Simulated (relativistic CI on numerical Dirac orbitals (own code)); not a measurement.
Au II: sensitivity of the levels to the model

Base calculation: Dirac-Coulomb-Breit CI, orbitals from a KLI potential per configuration, model QED, valence Slater integrals scaled by 0.85, P86 correlation energy added to each configuration.

Configuration list (outside the closed core [Xe] 4f14): 5d¹⁰, 5d⁹6s, 5d⁹6p, 5d⁹7s, 5d⁹6d, 5d⁹7p, 5d⁹5f, 5d⁹7d, 5d⁹6f, 5d⁹5g, 5d⁹7f, 5d⁹6g. Double excitations out of closed p, d and f shells are left out; levels of such configurations are missing from the list, as are those of other unlisted configurations, and high levels can miss mixing partners.

Variants: (1) Slater integrals left unscaled; (2) valence Slater integrals scaled by 0.75; (3) QED terms removed; (4) non-relativistic limit. Shifts of the energy above 5d¹⁰ ¹S0, in cm⁻¹, for the lowest level and the first level of each name with at least 55 % of one term (blank where a level changes its place among those of its configuration and J or its character, or is not in the variant):

```csv
Level,Base,Δ(1),Δ(2),Δ(3),Δ(4),Measured
5d¹⁰ ¹S0,0.0,0.0,0.0,0.0,0.0,0.0
5d⁹6s ³D3,16884.6,-374.3,+249.1,-260.6,+34549.1,15039.6
5d⁹6s ³D2,20285.2,+33.8,-53.3,-261.0,+31148.5,17640.6
5d⁹6s ³D1,28867.4,-275.0,+182.9,-292.7,+22566.3,27765.8
5d⁹6s ¹D2,32709.4,+630.7,-390.6,-284.7,+23300.1,29621.2
5d⁹6p ³P°2,64493.1,-924.2,+607.7,-36.2,+20811.2,63053.3
5d⁹6p ³F°4,72051.9,-164.0,+108.6,-39.9,+15469.1,72495.1
5d⁹6p ³P°1,73553.1,-307.0,+154.5,-46.6,+11751.2,73403.8
5d⁹6p ³D°3,75749.7,+504.8,-337.2,-39.0,,74791.5
5d⁹6p ³F°2,78056.2,,+230.4,-64.0,,76659.7
5d⁹6p ³P°0,81888.6,-460.7,+306.7,-72.4,+3415.7,82613.8
5d⁹6p ¹P°1,83422.9,+809.5,-516.7,-60.2,,81659.8
5d⁹6p ³D°1,86063.3,+431.9,-267.7,-69.4,,85707.6
5d⁹6p ³D°2,87401.1,+553.8,-365.6,-70.7,+4019.0,86565.7
```

Correlation outside the listed configurations is missing or only estimated: errors of thousands of cm⁻¹ between configurations and terms are usual at this charge. Rates and lifetimes follow the computed energies and can be off by large factors. The fine structure of a lone outer electron comes out too small, for d and f at times inverted, and misplaced configurations move strength between like terms. 20 of the 31 excited levels that our extract of the measured tables holds in this range could be paired (the sources list more); they are missed by 1842 cm⁻¹ on average and 4634 at most, and levels without a partner can miss by more.

Measured levels: NIST Handbook of Basic Atomic Spectroscopic Data (Sansonetti and Martin, J. Phys. Chem. Ref. Data 34, 1559 (2005)).

Ionisation energy from the two ground configurations alone: base 19.76 eV; Slater integrals left unscaled 19.75 eV. The NIST ASD value (measured) is 20.203 eV. The gap of more than 2 % comes from missing correlation.

LS names give the leading component of a level, which can be under half, so a name can repeat, a term be missing and a line seem to break the LS rules.
